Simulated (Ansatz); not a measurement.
`N[SiH]1BCC1` + H₂ → `B1CC[SiH2]1` + NH₃ at 400 K and 1 bar (hydrogenolysis of the Si–N bond).

Gas-phase electronic energies from Ansatz, PBE0-D4/def2-TZVP geometries. CCSD(T)/CBS is the MP2 limit (def2-TZVPP, def2-QZVPP) plus CCSD(T) − MP2 in def2-TZVPP, frozen cores. This one scheme is used for every species. Each species was taken in one conformer, which may not be the lowest.

| species | CCSD(T)/CBS energy (Eh) | H − E (kJ/mol) | S (J/(mol·K)) |
| --- | --- | --- | --- |
| `N[SiH]1BCC1` | -449.47861 | 298.8 | 377.2 |
| H₂ | -1.17544 | 38.0 | 139.0 |
| `B1CC[SiH2]1` | -394.13440 | 243.0 | 331.3 |
| NH₃ | -56.50880 | 104.2 | 203.1 |

H − E and S are ideal-gas, rigid-rotor, harmonic terms from PBE0-D4/def2-TZVP, for one conformer and one mirror image of each species. For small species the MP2-based limit differs from directly extrapolated CCSD(T) by up to some mEh (0.8 for H₂); such offsets cancel only in part. 1 Eh = 2625.50 kJ/mol, R = 8.31446 J/(mol·K).

Task: By hand: ΔE, ΔH, ΔS and ΔG.

Result: ΔE = (-394.13440) + (-56.50880) − (-449.47861) − (-1.17544) = 0.01085 Eh = 28.5 kJ/mol. Δ(H − E) = 243.0 + 104.2 − 298.8 − 38.0 = 10.4, so ΔH = 38.9 kJ/mol. ΔS = 331.3 + 203.1 − 377.2 − 139.0 = 18.2 J/(mol·K). ΔG = 38.9 − 400 × (18.2)/1000 = 31.6 kJ/mol.

Task: By hand: the equilibrium constant, and the temperature at which ΔG would vanish if ΔH and ΔS stayed fixed.

Result: log₁₀ K = −ΔG/(RT ln 10) = -4.1. ΔG = 0 at ΔH/ΔS = 2137 K, though so small a ΔS makes that figure unsure.

ΔH outweighs TΔS. A doubt of 5 kJ/mol in ΔE shifts log₁₀ K by 0.7 here. Other conformers and mirror images would add mixing entropy, several J/(mol·K) or more a flexible species. These are equilibria of isolated gas molecules and say nothing of rates. Largest T1 diagnostic: 0.012 (customary marks: 0.02 for closed shells, 0.045 for open ones).
